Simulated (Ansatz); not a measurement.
Isolated molecules relaxed with PBE0-D4/def2-TZVP in Ansatz; ΔE leaves out vibrations. CCSD(T)/CBS adds triple-zeta CCSD(T) − MP2 to the extrapolated MP2 energy (def2 sets, frozen cores). DFT in def2-TZVPP. B3LYP here is the variant with VWN-RPA as its local correlation; programs differ in this. One conformer a species, not always the lowest.

Reaction (formal exchange of groups at the Si–Si bond): `N[SiH]([AlH2])[SiH3]` + `CC1=CC1` → `[SiH3]C1=CC1` + `C[SiH](N)[AlH2]`

CCSD(T)/CBS gives -10.5 kcal/mol.

Q: Another level gave -12.1 kcal/mol. Which?
A. B3LYP-D4/def2-TZVPP
B. SCS-MP2/def2-TZVPP
C. PBE0-D4/def2-TZVPP
D. ωB97M-V/def2-TZVPP

A: B. SCS-MP2/def2-TZVPP -12.1, B3LYP-D4 -9.3, PBE0-D4 -6.7, ωB97M-V -11.1 kcal/mol.

Largest T1 diagnostic among the species: 0.013.

From PBE to PBE0 (25 % exact exchange), in def2-TZVPP and without D4, ΔE moves by −1.0 kcal/mol.
